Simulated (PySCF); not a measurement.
SMILES B(O)(/C=C/[Si](C)(C)C)O, singlet, GFN2-xTB optimised geometry.

```
22

Si    -2.07    -0.95     0.00
C     -2.68    -1.83     1.58
C     -2.68     0.86     0.00
C     -2.75    -1.85    -1.54
C     -0.18    -0.95     0.00
C      0.62    -1.40    -0.97
B      2.19    -1.37    -0.92
O      2.97    -1.82    -1.95
O      2.81    -0.88     0.17
H     -3.77    -1.82     1.64
H     -2.36    -2.86     1.61
H     -2.30    -1.34     2.47
H     -2.31     1.40     0.86
H     -3.77     0.91     0.03
H     -2.35     1.39    -0.89
H     -3.84    -1.87    -1.53
H     -2.44    -1.36    -2.45
H     -2.40    -2.88    -1.58
H      0.32    -0.54     0.87
H      0.15    -1.82    -1.86
H      2.51    -2.16    -2.71
H      3.77    -0.90     0.11
```

Density from PySCF with CAM-B3LYP/def2-SVP at that geometry.

Minimum of the electron density along straight lines between bonded atoms, close to the bond critical point (lines longer than 1.1 times the sum of covalent radii, or with two minima, are not listed):

| bond | length / Å | ρ at the minimum / e bohr⁻³ | ∇²ρ there / e bohr⁻⁵ | position (fraction from the first atom) |
|---|---|---|---|---|
| Si1–C2 | 1.910 | 0.110 | 0.31 | 0.38 |
| Si1–C3 | 1.911 | 0.110 | 0.31 | 0.38 |
| Si1–C4 | 1.909 | 0.110 | 0.31 | 0.38 |
| Si1–C5 | 1.892 | 0.112 | 0.35 | 0.38 |
| C5–C6 | 1.335 | 0.338 | -0.90 | 0.50 |
| C6–B7 | 1.572 | 0.185 | -0.17 | 0.68 |
| B7–O8 | 1.368 | 0.198 | 1.07 | 0.33 |
| B7–O9 | 1.351 | 0.208 | 1.13 | 0.33 |
| C2–H10 | 1.086 | 0.272 | -0.98 | 0.63 |
| C2–H11 | 1.086 | 0.272 | -0.98 | 0.63 |
| C2–H12 | 1.086 | 0.272 | -0.98 | 0.63 |
| C3–H13 | 1.086 | 0.272 | -0.98 | 0.63 |
| C3–H14 | 1.086 | 0.272 | -0.98 | 0.63 |
| C3–H15 | 1.086 | 0.272 | -0.98 | 0.63 |
| C4–H16 | 1.086 | 0.272 | -0.98 | 0.63 |
| C4–H17 | 1.086 | 0.272 | -0.98 | 0.63 |
| C4–H18 | 1.086 | 0.272 | -0.98 | 0.63 |
| C5–H19 | 1.084 | 0.280 | -1.06 | 0.64 |
| C6–H20 | 1.087 | 0.277 | -1.02 | 0.62 |
| O8–H21 | 0.955 | 0.359 | -2.43 | 0.82 |
| O9–H22 | 0.958 | 0.355 | -2.43 | 0.82 |
